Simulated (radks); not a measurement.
The iodine ion I18+, configuration [Ar] 3d10 4s2 4p5 (the NIST ground configuration).

All-electron calculation, scalar-relativistic Kohn-Sham, PBE, spin-unpolarised, spherical densities, finite nucleus; Fermi nuclear charge, rms radius 4.75 fm. Program: a radial shooting solver on a logarithmic mesh with Libxc functionals.

Energy parts (hartree):
total: -6987.40368
kinetic: 7341.04220
electron-nucleus: -16288.04090
Hartree: 2123.79641
exchange-correlation: -164.20139

Orbitals (lengths in bohr, moments of r in powers of bohr; <r^-3> diverges for s and p1/2; r(90%) holds 90 % of the orbital's charge):
orbital  occ.  eigenvalue (hartree)  r(90%)  <r^-3>
1s          2             -1229.689  0.0490       -
2s          2             -204.8209   0.181       -
2p          6             -185.6748   0.167    5779
3s          2             -54.55808   0.457       -
3p          6             -48.34746   0.463    1126
3d         10             -39.14320   0.445   156.4
4s          2             -21.52304   0.962       -
4p          5             -19.35978    1.01   286.9

The highest occupied level is 4p at -526.81 eV. The density falls to 0.001 e/bohr^3 at r = 1.65 bohr. For comparison, the ionisation energy in NIST's Atomic Spectra Database is 535 eV (theoretical). In exact Kohn-Sham theory the highest level is minus the ionisation energy, but local and semilocal functionals leave it too shallow, through self-interaction and a potential that decays too fast; potentials with the right tail come closer. Summed over all electrons, <r^2> = 5.765 bohr^2, which gives a Langevin (diamagnetic) susceptibility term of -4.57 x 10^-6 cm^3/mol. The electron density at the nucleus is 2.573e+05 e/bohr^3 (large components only).

Beside tabulated values, note that spin-unpolarised runs miss the spin-polarisation part of the exchange energy of open shells.
